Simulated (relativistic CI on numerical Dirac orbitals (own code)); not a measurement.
# Transition arrays of Sm²¹⁺

Calculated at this level of theory: Dirac-Coulomb-Breit CI, orbitals from a KLI potential per configuration, model QED (radiative potential, 1s self-energy scaled to tabulated hydrogen-like ionisation energies), valence Slater integrals scaled by 0.9, whole transition arrays (own radial code, finite nucleus).

CI space (outside the closed core [Ar] 3d10 4s2): 4p⁶4d⁵, 4p⁶4d⁴4f, 4p⁵4d⁶, 4p⁶4d⁴5p, 4p⁶4d⁴5f. Levels of other configurations are missing.

All E1 lines from the levels of 4p⁶4d⁵; mean and standard deviation are weighted by gf, and upper levels are sorted by their leading configuration.

```csv
Upper configuration,Lines,Σgf,Mean (eV),Mean (nm),σ (eV),Strongest line (nm)
4p⁶4d⁴4f,6104,1176.9,165.59,7.487,6.53,7.416
4p⁵4d⁶,2611,452.1,167.87,7.386,11.92,7.247
4p⁶4d⁴5p,3245,128.1,243.17,5.099,4.22,5.161
4p⁶4d⁴5f,5470,198.5,352.39,3.518,4.06,3.540
```

Σgf per state of the lower configuration in bins of 0.2 nm over the central range (centre: value): 3.5: 0.77, 4.9: 0.05, 5.1: 0.41, 5.3: 0.04, 6.9: 0.10, 7.1: 0.49, 7.3: 2.19, 7.5: 3.07, 7.7: 0.20, 7.9: 0.05, 8.1: 0.04, 8.7: 0.04.

(1) How do configuration mixing and the scaling of the Slater integrals move the arrays?

## Answers

(1) Slater scale 0.9, no configuration mixing: 4p⁶4d⁴4f 157.7 ± 6.8 eV (Σgf 896.7), 4p⁵4d⁶ 148.1 ± 15.1 eV (Σgf 588.4), 4p⁶4d⁴5p 243.3 ± 4.2 eV (Σgf 147.7), 4p⁶4d⁴5f 352.3 ± 4.1 eV (Σgf 212.0); Slater scale 1: 4p⁶4d⁴4f 168.8 ± 6.7 eV (Σgf 1262.6), 4p⁵4d⁶ 170.6 ± 12.4 eV (Σgf 397.8), 4p⁶4d⁴5p 243.2 ± 4.5 eV (Σgf 125.4), 4p⁶4d⁴5f 352.5 ± 4.3 eV (Σgf 198.1); Slater scale 0.8: 4p⁶4d⁴4f 162.6 ± 6.5 eV (Σgf 1118.7), 4p⁵4d⁶ 164.6 ± 11.6 eV (Σgf 479.0), 4p⁶4d⁴5p 243.1 ± 4.0 eV (Σgf 130.7), 4p⁶4d⁴5f 352.3 ± 3.8 eV (Σgf 199.0). With mixing, levels are counted to their leading configuration, so an array can shrink or vanish into another, and the sums then hold other lines.
